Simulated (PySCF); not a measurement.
Gas-phase reaction: 4 SiHI₃ = 3 SiI₄ + H₂ + SiH₂

Method: PySCF energies plus ideal-gas RRHO corrections (1 bar). † marks an energy on the PBE0/def2-TZVP geometry and frequencies; other levels use their own. MP2 and CCSD(T) freeze the core. All species are closed-shell singlets. B3LYP is the form with VWN-RPA correlation. I: scalar-relativistic def2 core potential, no spin-orbit coupling. MP2 isn't extrapolated to the basis-set limit; its ΔH°(298 K) is 249.5 kJ in def2-SVP and 239.4 kJ in def2-TZVPP. CCSD(T) isn't extrapolated to the basis-set limit. The harmonic model lacks anharmonicity and excited electronic states, which grow with temperature; levels with a mode under 35 cm⁻¹ are left out. Soft modes under 120 cm⁻¹ make the harmonic entropy rough for SiHI₃, SiI₄.

| level | ΔE electronic, kJ | ΔH°(298 K), kJ | ΔS°(298 K), J/K | ΔG°(1400 K), kJ |
|---|---|---|---|---|
| B3LYP/def2-TZVP† | 280 | 262 | 78 | 141 |
| BLYP/def2-TZVP† | 263 | 245 | 78 | 124 |
| CCSD(T)/def2-SVP† | 266 | 248 | 78 | 127 |
| MP2/def2-SVP† | 268 | 249 | 78 | 129 |
| MP2/def2-TZVPP† | 257 | 239 | 78 | 119 |
| PBE/def2-SVP | 276 | 259 | 78 | 140 |
| PBE0/def2-SVP† | 292 | 274 | 78 | 153 |
| PBE0/def2-TZVP | 290 | 272 | 78 | 151 |
| ωB97X-V/def2-TZVP† | 285 | 267 | 78 | 146 |
ΔH° is lowest at MP2/def2-TZVPP† and highest at PBE0/def2-SVP†. No reference value is set beside these.
